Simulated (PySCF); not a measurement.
# Dipole response of Sb(2+) (antimony, charge +2)

[Kr] 4d10 5s1 5p2, high-spin 4P determinant (an excited configuration). Calculation: PySCF 2.14, in def2-QZVPPD with the def2 core potential (28 electrons); a scalar-relativistic core potential. Coupled (time-dependent) response in atomic units; α is the mean over directions.

```tsv
method	mean α (bohr³)	α xx, yy, zz	C₆ (like pair)	S(−4)
UHF	15.24	16.15, 14.78, 14.78	94.56	68.01
PBE	15.19	15.21, 15.18, 15.18	94.58	68.18
PBE0	15.07	15.34, 14.94, 14.94	93.56	66.67
```

S(−4) is the Cauchy moment in α(ω) = α(0) + S(−4) ω² + …

Spin-orbit coupling is absent.

α(iu) at PBE0:

| u (hartree) | α(iu) (bohr³) |
| --- | --- |
| 0 | 15.07 |
| 0.0500 | 14.91 |
| 0.100 | 14.44 |
| 0.200 | 12.86 |
| 0.300 | 10.96 |
| 0.500 | 7.702 |
| 0.750 | 5.219 |
| 1.00 | 3.836 |
| 1.50 | 2.448 |
| 2.00 | 1.761 |
| 3.00 | 1.067 |
| 5.00 | 0.5135 |

A single London oscillator, α(iu) = α/(1 + u²/ω²), gives C₆ = (3/4) ω α². Matching the computed C₆ needs ω = 4 × 93.56 / (3 × 15.07²) = 0.549 hartree.

For an ion, C₆ is the dispersion term alone; charge-induced terms of lower order in 1/R come first.

The components differ because the open shell of this determinant is not spherical; for a pure term their mean is the scalar polarisability.

Energies and moments cover only the electrons outside the core potential.
